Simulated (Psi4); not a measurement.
F$_{6}$Se, charge +1, doublet, geometry from GFN2-xTB (a state made from the parent by changing its charge; the spin is typed, not shown lowest), with bond 7-2 at 2.0 times its length; HF/6-31G* (Psi4).

The Psi4 input:
```
memory 2 GB

molecule {
1 2
  F     0.97457506   -1.34187171   -0.50462018
  Se   -0.01830579   -0.02215590   -0.00520098
  F     1.23203182    1.09081494   -0.49112291
  F    -1.25281179   -1.10992342    0.49100163
  F    -0.70622335    0.07384453   -1.58432304
  F     0.68996947   -0.08930163    1.57800609
  F    -1.95861673    2.67053424    1.00619838
}

set basis 6-31g*
set reference uhf
set d_convergence 1e-10

energy('scf')
print_variables()
```

Write the output that Psi4 gives for this input, abridged.


```
   => Loading Basis Set <=

    Name: 6-31G*
    Role: ORBITAL
    Keyword: BASIS

         ---------------------------------------------------------
                                   SCF
               by Justin Turney, Rob Parrish, Andy Simmonett
                          and Daniel G. A. Smith
                              UHF Reference
         ---------------------------------------------------------

  ==> Geometry <==

    Molecular point group: c1
    Full point group: C1

    Geometry (in Angstrom), charge = 1, multiplicity = 2:

       Center              X                  Y                   Z               Mass
    ------------   -----------------  -----------------  -----------------  -----------------
         F            1.082161407196    -1.459532032168    -0.550988940729    18.998403162730
         SE           0.089280557196    -0.139816222168    -0.051569740729    79.916521800000
         F            1.339618167196     0.973154617832    -0.537491670729    18.998403162730
         F           -1.145225442804    -1.227583742168     0.444632869271    18.998403162730
         F           -0.598637002804    -0.043815792168    -1.630691800729    18.998403162730
         F            0.797555817196    -0.206961952168     1.531637329271    18.998403162730
         F           -1.851030382804     2.552873917832     0.959829619271    18.998403162730

  Running in c1 symmetry.

  Rotational constants: A =      0.07407  B =      0.04288  C =      0.04286 [cm^-1]
  Rotational constants: A =   2220.48514  B =   1285.40936  C =   1285.04041 [MHz]
  Nuclear repulsion =  732.198452223479080

  Charge       = 1
  Multiplicity = 2
  Electrons    = 87
  Nalpha       = 44
  Nbeta        = 43

  ==> Algorithm <==

  SCF Algorithm Type is DF.
  DIIS enabled.
  MOM disabled.
  Fractional occupation disabled.
  Guess Type is SAD.
  Energy threshold   = 1.00e-06
  Density threshold  = 1.00e-10
  Integral threshold = 1.00e-12

  ==> Primary Basis <==

  Basis Set: 6-31G*
    Blend: 6-31G*
    Number of shells: 48
    Number of basis functions: 125
    Number of Cartesian functions: 125
    Spherical Harmonics?: false
    Max angular momentum: 2

   => Loading Basis Set <=

    Name: (6-31G* AUX)
    Role: JKFIT
    Keyword: DF_BASIS_SCF

  ==> Integral Setup <==

  SCF_SUBTYPE=INCORE selected. In-core MEM_DF algorithm will be used.
  Using in-core AOs.

  ==> MemDFJK: Density-Fitted J/K Matrices <==

    J tasked:                   Yes
    K tasked:                   Yes
    wK tasked:                   No
    Algorithm:                 Core
    Schwarz Cutoff:           1E-12
    Mask sparsity (%):       6.0288
    Fitting Condition:        1E-10

   => Auxiliary Basis Set <=

  Basis Set: (6-31G* AUX)
    Blend: CC-PVDZ-JKFIT
    Number of shells: 191
    Number of basis functions: 695
    Number of Cartesian functions: 695
    Spherical Harmonics?: false
    Max angular momentum: 3

  Minimum eigenvalue in the overlap matrix is 6.6164932980E-04.
  Reciprocal condition number of the overlap matrix is 1.0895336065E-04.
    Using symmetric orthogonalization.

  ==> Pre-Iterations <==

  SCF Guess: Superposition of Atomic Densities via on-the-fly atomic UHF (no occupation information).

   -------------------------
    Irrep   Nso     Nmo
   -------------------------
     A        125     125
   -------------------------
    Total     125     125
   -------------------------

  ==> Iterations <==

                           Total Energy        Delta E     RMS |[F,P]|

   @DF-UHF iter SAD: -2991.29865024437231   -2.99130e+03   0.00000e+00
   @DF-UHF iter   1: -2994.43743986430400   -3.13879e+00   1.37046e-02 DIIS/ADIIS
   @DF-UHF iter   2: -2994.76269114840306   -3.25251e-01   6.57560e-03 DIIS/ADIIS
   @DF-UHF iter   3: -2994.83272917339264   -7.00380e-02   4.79262e-04 DIIS/ADIIS
   @DF-UHF iter   4: -2994.83422781716536   -1.49864e-03   1.35107e-04 DIIS/ADIIS
   @DF-UHF iter   5: -2994.83448218700414   -2.54370e-04   6.06444e-05 DIIS
   @DF-UHF iter   6: -2994.83451607141888   -3.38844e-05   2.05179e-05 DIIS
   @DF-UHF iter   7: -2994.83452220975687   -6.13834e-06   4.17009e-06 DIIS
   @DF-UHF iter   8: -2994.83452260376725   -3.94010e-07   1.96788e-06 DIIS
   @DF-UHF iter   9: -2994.83452267088660   -6.71193e-08   9.36211e-07 DIIS
   @DF-UHF iter  10: -2994.83452269734016   -2.64536e-08   2.79295e-07 DIIS
   @DF-UHF iter  11: -2994.83452269945019   -2.11003e-09   1.32840e-07 DIIS
   @DF-UHF iter  12: -2994.83452269987492   -4.24734e-10   5.91290e-08 DIIS
   @DF-UHF iter  13: -2994.83452269993495   -6.00267e-11   2.96780e-08 DIIS
   @DF-UHF iter  14: -2994.83452269996769   -3.27418e-11   2.08282e-08 DIIS
   @DF-UHF iter  15: -2994.83452269998634   -1.86446e-11   1.78058e-08 DIIS
   @DF-UHF iter  16: -2994.83452270000635   -2.00089e-11   1.71948e-08 DIIS
   @DF-UHF iter  17: -2994.83452270002408   -1.77351e-11   1.71792e-08 DIIS
   @DF-UHF iter  18: -2994.83452270001908    5.00222e-12   1.72201e-08 DIIS
   @DF-UHF iter  19: -2994.83452270000771    1.13687e-11   1.64142e-08 DIIS
   @DF-UHF iter  20: -2994.83452269998088    2.68301e-11   1.44706e-08 DIIS
   @DF-UHF iter  21: -2994.83452269996178    1.90994e-11   1.30073e-08 DIIS
   @DF-UHF iter  22: -2994.83452269995860    3.18323e-12   1.11818e-08 DIIS
   @DF-UHF iter  23: -2994.83452269996769   -9.09495e-12   9.75378e-09 DIIS
   @DF-UHF iter  24: -2994.83452269997269   -5.00222e-12   8.73151e-09 DIIS
   @DF-UHF iter  25: -2994.83452269997861   -5.91172e-12   8.05799e-09 DIIS
   @DF-UHF iter  26: -2994.83452269998861   -1.00044e-11   7.67920e-09 DIIS
   @DF-UHF iter  27: -2994.83452269999407   -5.45697e-12   7.43693e-09 DIIS
   @DF-UHF iter  28: -2994.83452270000635   -1.22782e-11   7.15406e-09 DIIS
   @DF-UHF iter  29: -2994.83452270002863   -2.22826e-11   6.43420e-09 DIIS
   @DF-UHF iter  30: -2994.83452270004091   -1.22782e-11   5.51000e-09 DIIS
   @DF-UHF iter  31: -2994.83452270006728   -2.63753e-11   4.37749e-09 DIIS
[...]
   @DF-UHF iter  42: -2994.83452270009093    7.27596e-12   3.90781e-10 DIIS
   @DF-UHF iter  43: -2994.83452270009593   -5.00222e-12   3.45567e-10 DIIS
   @DF-UHF iter  44: -2994.83452270009275    3.18323e-12   3.11501e-10 DIIS
   @DF-UHF iter  45: -2994.83452270009593   -3.18323e-12   2.80396e-10 DIIS
   @DF-UHF iter  46: -2994.83452270009047    5.45697e-12   2.60298e-10 DIIS
   @DF-UHF iter  47: -2994.83452270008956    9.09495e-13   2.43762e-10 DIIS
   @DF-UHF iter  48: -2994.83452270009593   -6.36646e-12   2.35481e-10 DIIS
   @DF-UHF iter  49: -2994.83452270009320    2.72848e-12   2.31364e-10 DIIS
   @DF-UHF iter  50: -2994.83452270009457   -1.36424e-12   2.29182e-10 DIIS
   @DF-UHF iter  51: -2994.83452270008866    5.91172e-12   2.29102e-10 DIIS
   @DF-UHF iter  52: -2994.83452270009411   -5.45697e-12   2.29294e-10 DIIS
   @DF-UHF iter  53: -2994.83452270010002   -5.91172e-12   2.28988e-10 DIIS
   @DF-UHF iter  54: -2994.83452270009684    3.18323e-12   2.28762e-10 DIIS
   @DF-UHF iter  55: -2994.83452270009684    0.00000e+00   2.28828e-10 DIIS
   @DF-UHF iter  56: -2994.83452270009275    4.09273e-12   2.28611e-10 DIIS
   @DF-UHF iter  57: -2994.83452270009138    1.36424e-12   2.28394e-10 DIIS
   @DF-UHF iter  58: -2994.83452270009366   -2.27374e-12   2.28304e-10 DIIS
   @DF-UHF iter  59: -2994.83452270009457   -9.09495e-13   2.28401e-10 DIIS
   @DF-UHF iter  60: -2994.83452270010002   -5.45697e-12   2.28379e-10 DIIS
   @DF-UHF iter  61: -2994.83452270009138    8.64020e-12   2.28497e-10 DIIS
   @DF-UHF iter  62: -2994.83452270009548   -4.09273e-12   2.28244e-10 DIIS
   @DF-UHF iter  63: -2994.83452270009093    4.54747e-12   2.24615e-10 DIIS
   @DF-UHF iter  64: -2994.83452270009820   -7.27596e-12   2.16370e-10 DIIS
   @DF-UHF iter  65: -2994.83452270009911   -9.09495e-13   1.98877e-10 DIIS
   @DF-UHF iter  66: -2994.83452270009275    6.36646e-12   1.66433e-10 DIIS
   @DF-UHF iter  67: -2994.83452270008729    5.45697e-12   1.48115e-10 DIIS
   @DF-UHF iter  68: -2994.83452270009184   -4.54747e-12   1.36883e-10 DIIS
   @DF-UHF iter  69: -2994.83452270009366   -1.81899e-12   1.32048e-10 DIIS
   @DF-UHF iter  70: -2994.83452270009593   -2.27374e-12   1.29949e-10 DIIS
   @DF-UHF iter  71: -2994.83452270008820    7.73070e-12   1.27813e-10 DIIS
   @DF-UHF iter  72: -2994.83452270009502   -6.82121e-12   1.27253e-10 DIIS
   @DF-UHF iter  73: -2994.83452270009911   -4.09273e-12   1.26987e-10 DIIS
   @DF-UHF iter  74: -2994.83452270009457    4.54747e-12   1.26877e-10 DIIS
   @DF-UHF iter  75: -2994.83452270009002    4.54747e-12   1.26827e-10 DIIS
   @DF-UHF iter  76: -2994.83452270009275   -2.72848e-12   1.26802e-10 DIIS
   @DF-UHF iter  77: -2994.83452270009138    1.36424e-12   1.26794e-10 DIIS
   @DF-UHF iter  78: -2994.83452270009639   -5.00222e-12   1.26795e-10 DIIS
   @DF-UHF iter  79: -2994.83452270009457    1.81899e-12   1.26793e-10 DIIS
   @DF-UHF iter  80: -2994.83452270008638    8.18545e-12   1.26791e-10 DIIS
   @DF-UHF iter  81: -2994.83452270009320   -6.82121e-12   1.26789e-10 DIIS
   @DF-UHF iter  82: -2994.83452270009457   -1.36424e-12   1.26789e-10 DIIS
   @DF-UHF iter  83: -2994.83452270009548   -9.09495e-13   1.26790e-10 DIIS
   @DF-UHF iter  84: -2994.83452270009684   -1.36424e-12   1.26788e-10 DIIS
   @DF-UHF iter  85: -2994.83452270009229    4.54747e-12   1.26786e-10 DIIS
   @DF-UHF iter  86: -2994.83452270009775   -5.45697e-12   1.26783e-10 DIIS
   @DF-UHF iter  87: -2994.83452270009047    7.27596e-12   1.26774e-10 DIIS
   @DF-UHF iter  88: -2994.83452270009957   -9.09495e-12   1.26750e-10 DIIS
   @DF-UHF iter  89: -2994.83452270010230   -2.72848e-12   1.26733e-10 DIIS
   @DF-UHF iter  90: -2994.83452270009639    5.91172e-12   1.26729e-10 DIIS
   @DF-UHF iter  91: -2994.83452270010548   -9.09495e-12   1.26728e-10 DIIS
   @DF-UHF iter  92: -2994.83452270010093    4.54747e-12   1.26727e-10 DIIS
   @DF-UHF iter  93: -2994.83452270009593    5.00222e-12   1.26727e-10 DIIS
   @DF-UHF iter  94: -2994.83452270009730   -1.36424e-12   1.26727e-10 DIIS
   @DF-UHF iter  95: -2994.83452270009866   -1.36424e-12   1.26727e-10 DIIS
   @DF-UHF iter  96: -2994.83452270009411    4.54747e-12   1.26727e-10 DIIS
   @DF-UHF iter  97: -2994.83452270009866   -4.54747e-12   1.26727e-10 DIIS
   @DF-UHF iter  98: -2994.83452270009366    5.00222e-12   1.26727e-10 DIIS
   @DF-UHF iter  99: -2994.83452270009502   -1.36424e-12   1.26727e-10 DIIS
   @DF-UHF iter 100: -2994.83452270009730   -2.27374e-12   1.26727e-10 DIIS

PsiException: Could not converge SCF iterations in 100 iterations.

  Failed to converge.

Traceback (most recent call last):
  File "psi4", line 375, in <module>
  File "<string>", line 29, in <module>
  File "site-packages/psi4/driver/driver.py", line 533, in energy
  File "site-packages/psi4/driver/procrouting/proc.py", line 2760, in run_scf
  File "site-packages/psi4/driver/procrouting/proc.py", line 2047, in scf_helper
  File "site-packages/psi4/driver/procrouting/scf_proc/scf_iterator.py", line 93, in scf_compute_energy
  File "site-packages/psi4/driver/procrouting/scf_proc/scf_iterator.py", line 86, in scf_compute_energy
  File "site-packages/psi4/driver/procrouting/scf_proc/scf_iterator.py", line 609, in scf_iterate

psi4.driver.p4util.exceptions.SCFConvergenceError: Could not converge SCF iterations in 100 iterations.

Printing out the relevant lines from the Psithon --> Python processed input file:
    """)
    core.IO.set_default_namespace("")
    core.set_global_option("BASIS", "6-31g*")
    core.set_global_option("REFERENCE", "uhf")
    core.set_global_option("D_CONVERGENCE", 1e-10)
--> energy('scf')
    print_variables()

!-------------------------------------------------------!
!                                                       !
!  Could not converge SCF iterations in 100 iterations. !
!                                                       !
!-------------------------------------------------------!
```

Convergence was not reached.
